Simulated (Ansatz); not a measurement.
Two isomers of CH5FOSSi: A = `OC(F)S[SiH3]`, B = `CS[SiH](O)F`.

Isolated molecules relaxed with PBE0-D4/def2-TZVP in Ansatz; ΔE leaves out vibrations. CCSD(T)/CBS is the MP2 limit (def2-TZVPP, def2-QZVPP) plus CCSD(T) − MP2 in def2-TZVPP, frozen cores. Functionals use def2-TZVPP. B3LYP here is the variant with VWN-RPA as its local correlation; programs differ in this. Each species was taken in one conformer, which may not be the lowest.

A:

```xyz
10

O    -0.450   -1.357   -0.943
C    -1.020   -0.121   -0.921
F    -2.351   -0.190   -1.238
S    -0.953    0.706    0.715
Si    1.165    0.586    1.004
H    -0.787   -1.866   -0.195
H    -0.523    0.486   -1.678
H     1.610   -0.784    1.359
H     1.861    1.028   -0.231
H     1.449    1.511    2.127
```

B:

```xyz
10

C    -0.597   -1.646   -0.503
S     0.966   -0.796   -0.120
Si    0.249    1.175    0.116
O     1.409    2.083    0.803
F    -1.069    1.115    1.018
H    -0.353   -2.701   -0.618
H    -1.023   -1.280   -1.436
H    -1.311   -1.528    0.310
H    -0.145    1.847   -1.135
H     1.874    1.730    1.564
```

(1) Which isomer does CCSD(T)/CBS put lower? Give the gap. (An estimate is asked.)

(2) Give E(B) − E(A) in kJ/mol with PBE0-D4, B2PLYP, HF/def2-TZVPP, B3LYP-D4, B3LYP, ωB97M-V, CCSD/def2-TZVPP. (An estimate is asked.)

Largest T1 diagnostic: 0.012.

Results:

(1) Computed: B, by 384.4 kJ/mol.

(2) Ansatz gave: PBE0-D4 -360.2, B2PLYP -379.7, HF/def2-TZVPP -387.1, B3LYP-D4 -370.3, B3LYP -370.2, ωB97M-V -371.9, CCSD/def2-TZVPP -380.1. None reverses the order clearly.

From PBE to PBE0 (25 % exact exchange), in def2-TZVPP and without D4, E(B) − E(A) moves by −13.2 kJ/mol.
